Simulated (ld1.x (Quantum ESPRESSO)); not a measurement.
## Reading a pseudo-wave (O (Z = 8))

Columns: radius, all-electron u(r) and pseudo u(r) of the 2p shell (level -9.20 eV) of oxygen in the configuration [He] 2s2 2p4; LDA (PZ), scalar-relativistic, TM semilocal scheme, ld1.x (Quantum ESPRESSO) 7.5.

| r (bohr) | all-electron | pseudo |
| --- | --- | --- |
| 0.065 | 0.0500 | 0.0206 |
| 0.130 | 0.1573 | 0.0802 |
| 0.195 | 0.2825 | 0.1727 |
| 0.260 | 0.4051 | 0.2882 |
| 0.325 | 0.5152 | 0.4150 |
| 0.390 | 0.6087 | 0.5407 |
| 0.455 | 0.6846 | 0.6540 |
| 0.520 | 0.7436 | 0.7468 |
| 0.585 | 0.7871 | 0.8147 |
| 0.650 | 0.8169 | 0.8575 |
| 0.715 | 0.8350 | 0.8780 |
| 0.780 | 0.8432 | 0.8810 |
| 0.845 | 0.8433 | 0.8719 |
| 0.910 | 0.8369 | 0.8555 |
| 0.975 | 0.8252 | 0.8355 |
| 1.040 | 0.8094 | 0.8140 |
| 1.105 | 0.7906 | 0.7920 |
| 1.170 | 0.7693 | 0.7696 |
| 1.235 | 0.7464 | 0.7464 |
| 1.300 | 0.7223 | 0.7223 |
| 1.365 | 0.6975 | 0.6975 |
| 1.430 | 0.6722 | 0.6722 |
| 1.495 | 0.6469 | 0.6469 |
| 1.560 | 0.6216 | 0.6216 |
| 1.625 | 0.5966 | 0.5966 |
| 1.690 | 0.5720 | 0.5720 |

Q: How many radial nodes do the two functions have?

A: The all-electron 2p function has n − l − 1 = 0; the pseudo-wave has 0.

Q: At about which radius was the pseudo-wave matched?

A: 1.30 bohr. The columns agree to 0.0005 from 1.17 bohr on; several derivatives are matched, so the curves merge somewhat inside the radius.

Q: Where does each function peak?

A: Outermost all-electron maximum near 0.84 bohr, pseudo maximum near 0.78 bohr (to the table’s step).

Q: Is the pseudo-wave norm-conserving?

A: Yes: the TM semilocal scheme keeps the norm inside the radius equal to the all-electron one, which fixes the energy derivative of the logarithmic derivative at the level.
